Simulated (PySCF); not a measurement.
One group Y is varied and pulled off as a radical: Y-Sn(OCH3)3. Isolated molecules, 0 K electronic values unless said otherwise. Each species was relaxed from one start; no search for lower structures was made at this level. In the def2 sets, heavy atoms carry core potentials. Strings in code marks are SMILES.

The T1 excitation (TDA) from two functionals at the same geometries (PBE0-D3(BJ)/def2-SVP), both in PySCF: PBE-D3(BJ)/def2-SVP and PBE0-D3(BJ)/def2-SVP. Excitations are Tamm–Dancoff values on a coarser integration grid. The basis has no diffuse functions, so Rydberg states are missing or too high.

```tsv
species	PBE-D3(BJ)/def2-SVP (eV)	PBE0-D3(BJ)/def2-SVP (eV)
Y = isopropyl (`C[O][Sn]([O]C)([O]C)[CH](C)C`)	4.00	4.81
Y = vinyl (`C=[CH][Sn]([O]C)([O]C)[O]C`)	3.96	4.26
Y = allyl (`C[O][Sn]([O]C)([O]C)[CH2]C=C`)	3.58	3.90
Y = benzyl	3.62	3.86
Y = 2,2,2-trifluoroethyl (`C[O][Sn]([O]C)([CH2]C(F)(F)F)[O]C`)	3.97	4.84
Y = but-3-enyl	4.10	4.30
```

Over these rows, drawn at random from the members with no instability flagged (it was tested for open shells, ions and some series alone), PBE minus PBE0-D3(BJ): mean -0.45 eV, from -0.87 eV to -0.20 eV.
